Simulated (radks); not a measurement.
The promethium ion Pm+ inside a hard spherical wall (all orbitals vanish at R), configuration held at [Xe] 4f5 6s1 and not refilled when levels cross. Method: scalar-relativistic Kohn-Sham, LDA (Slater exchange, VWN5 correlation), spin-polarised, spherical densities, point nucleus; open shells are filled with parallel spins first (spin-orbit coupling, left out, can overturn this in heavy ions); computed with a radial shooting solver on a logarithmic mesh with Libxc functionals. Eigenvalues in eV for spin up, with the zero of energy where the potential of the charges vanishes at infinity; a dash marks a level that is unbound or too diffuse for the functional's potential to be trusted. A positive occupied level is held by the wall or, in an anion where self-interaction has pushed it up, behind a barrier. The pressure on the wall is -dE/dV.

R (bohr)	E (hartree)	kinetic (hartree)	e(5s)	e(5p)	e(4f)	e(6s)	e(5d, empty)	e(6p, empty)	pressure (GPa)
free	-10013.4727	10678.422	-48.886	-29.475	-9.423	-8.902	-7.865	-5.662	0
7	-10013.4586	10678.524	-48.494	-29.099	-9.030	-8.315	-7.478	-4.300	0.769
6	-10013.4291	10678.681	-48.044	-28.674	-8.562	-7.304	-6.943	-2.474	3.19
5	-10013.3356	10679.115	-47.116	-27.806	-7.544	-4.504	-5.638	1.969	15.2
4	-10012.9845	10680.695	-44.771	-25.524	-4.768	4.154	-1.903	14.058	99.1
3.5	-10012.4549	10683.046	-42.057	-22.681	-1.429	14.850	2.612	27.725	303
3	-10011.1422	10688.595	-36.639	-16.606	5.151	36.564	11.762	53.777	1070
1.5	-9951.8059	10882.716	122.38	167.00	119.64	520.89	235.73	568.88	182000
